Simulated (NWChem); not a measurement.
Basis-set convergence for H$_{2}$

```xyz
2

H      0.0000     0.0000     0.3842
H      0.0000     0.0000    -0.3842
```
Charge 0, spin multiplicity 1.

Program: NWChem. All single points use one geometry, from PBE/def2-SVP, a minimum by its harmonic frequencies.

Quantity: vertical ionisation energy at the level ΔPBE0 (Δ: difference of total energies, the cation a doublet at the parent's geometry with its hole in an orbital of symmetry ag (D2h labels); it is the state that the SCF runs reached, from PBE0 orbitals for Hartree-Fock references, and need not be the lowest).

The Pople sets run with spherical d functions. The structure started from a generated list of species. No SCF solution was tested for a lower state.

| basis | functions | vertical ionisation energy (eV) |
|---|---|---|
| STO-3G | 2 | ? |
| 6-31G* | 4 | 16.18 |
| 6-31+G* | 4 | 16.18 |
| 3-21G | 4 | ? |
| def2-SVPD | 16 | 16.03 |
| aug-cc-pVDZ | 18 | 16.04 |
| aug-pcseg-1 | 18 | ? |
| cc-pVTZ | 28 | 16.04 |
| aug-cc-pVTZ | 46 | 16.04 |
| def2-QZVP | 60 | 16.05 |

**Question.** What belongs in the gaps?

**Answer.** 
- STO-3G, vertical ionisation energy (eV): 16.37
- 3-21G, vertical ionisation energy (eV): 16.14
- aug-pcseg-1, vertical ionisation energy (eV): 16.06
